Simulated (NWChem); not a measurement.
# isotetrasilane (Si₄H₁₀); SMILES [SiH3][SiH]([SiH3])[SiH3]

```xyz
14

Si     1.9776    -0.9979    -0.1774
Si     0.0000     0.0000     0.6149
Si    -1.8530    -1.2137    -0.1774
Si    -0.1246     2.2116    -0.1774
H      2.0855    -2.4229     0.2966
H      1.9595    -0.9913    -1.6831
H      3.1879    -0.2358     0.2930
H      0.0000     0.0000     2.1246
H     -1.7981    -2.6429     0.2930
H     -1.8383    -1.2014    -1.6831
H     -3.1410    -0.5947     0.2966
H     -1.3898     2.8787     0.2930
H      1.0555     3.0176     0.2966
H     -0.1213     2.1927    -1.6831
```
Atoms are numbered in this order, from 1.

Results from NWChem. All runs use the structure optimised with PBE-D3(BJ)/def2-SVP. Total energies compare along this basis series because the functional is fixed.

```csv
level,basis functions,energy (Ha),highest occupied level (eV),orbital gap (eV),dipole (D)
PBE0/cc-pVDZ,122,-1163.4631,-7.98,7.91,0.14
PBE0/aug-cc-pVDZ,198,-1163.4675,-7.99,7.64,0.16
PBE0/cc-pVTZ,276,-1163.5179,-8.01,7.76,0.15
```
